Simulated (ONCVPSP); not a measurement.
tungsten (W): variants of one ONCV potential

Base potential:

- Element: tungsten (W)
- Generator: ONCVPSP 4.0.1
- Type: optimised norm-conserving Vanderbilt (ONCV)
- Functional: PBEsol
- Relativity: scalar-relativistic
- Frozen core: [Kr] 4d10 4f14 5s2
- Valence charge: 12
- Reference configuration: 5p6 5d4 6s2
- Partial waves: 6s: rc 2.60 bohr, ncon 3, nbas 6, qcut 2.4 1/bohr, 2 projectors, debl 3.1 Ha; 5p: rc 1.15 bohr, ncon 3, nbas 7, qcut 6 1/bohr, 3 projectors, debl 2.9 Ha; 5d: rc 1.85 bohr, ncon 4, nbas 8, qcut 5.1 1/bohr, 2 projectors, debl 3.8 Ha
- Local potential: polynomial inside 1.05 bohr (lpopt 4, dvloc0 0 Ha)
- Core correction: Teter function fitted to the true core (icmod 2), fcfact 0.5

All-electron outer shells of the reference configuration (PBEsol, scalar-relativistic, ld1.x):

```json
{"shell": "5p", "level (eV)": "-43.22", "outermost node (bohr)": "0.57", "outermost maximum (bohr)": "1.09"}
{"shell": "4f", "level (eV)": "-33.24", "outermost node (bohr)": "–", "outermost maximum (bohr)": "0.43"}
{"shell": "6s", "level (eV)": "-5.75", "outermost node (bohr)": "1.28", "outermost maximum (bohr)": "2.64"}
{"shell": "5d", "level (eV)": "-4.51", "outermost node (bohr)": "0.63", "outermost maximum (bohr)": "1.49"}
```

Cutoffs, loose and tight: the cutoffs (Ha) at which the residual kinetic energy of the hardest occupied pseudo-wave falls to 1 and 0.1 mHa per electron. They do not see the model core or the augmentation charge, which bear on the density cutoff. Test errors are all-electron minus pseudo excitation energies from the reference, over the configurations 5p6 5d4 6s1; 5p6 5d4 6s0; 5p6 5d3 6s0; 5p6 5d4 6s0 6p1. A dash means not determined; rows that change the core or the reference have their own tests.

1 further variants are left out, since the program set their typed debl aside.

A true bound ghost makes a file unfit for plane-wave use even where its test errors are small: the radial tests pick states by their node count and pass the ghost by.

| change | outcome | cutoff, loose | cutoff, tight | bound ghosts | GHOST(+) flags above zero | largest test error (meV) |
| --- | --- | --- | --- | --- | --- | --- |
| base | generated | 111 Ha | 175 Ha | s | s, p | -35 |
| s: debl 0.35 | generated | 111 Ha | 175 Ha | s | s, p | -34 |
| s: debl 0.7 | generated | 111 Ha | 175 Ha | s | p | -35 |
| s: debl 1.3 | generated | 111 Ha | 175 Ha | s | s, p | -35 |
| s: debl 2.75 | generated | 111 Ha | 175 Ha | s | s, p | -35 |
| s: debl 4.5 | generated | 111 Ha | 175 Ha | s | s, p | -35 |

Reading the sweep of the debl of the s channel (base included, trends over the rows without a ghost): Bound ghosts are found at 0.35, 0.7, 1.3, 2.75, 3.1, 4.5 Ha. Every judged row has one, so this setting neither creates nor removes them.
